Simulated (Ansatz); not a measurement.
The molecule AlCo, multiplicity 3 (the spin of the measured ground state). No spin–orbit coupling. Co is treated without relativity.

D_e counts from the fitted minimum to each atom's lowest state at the same level, without counterpoise.

The values were computed with Ansatz (a first-principles code). Each number belongs to the level named beside it.

PBE/def2-TZVPP gives 55.67 kcal/mol for the bond energy D_e.

Question: Where do these levels fall relative to PBE: r2SCAN/def2-TZVPP, B3LYP/def2-TZVPP, wB97M-V/def2-TZVPP.

Answer: r2SCAN/def2-TZVPP -5.25; B3LYP/def2-TZVPP -11.18; wB97M-V/def2-TZVPP -13.22 kcal/mol. 0 of 3 lie above PBE; the widest gap is to wB97M-V/def2-TZVPP.

Doubts at one or more of the structures used: a spin-contaminated determinant (r2SCAN/def2-TZVPP).
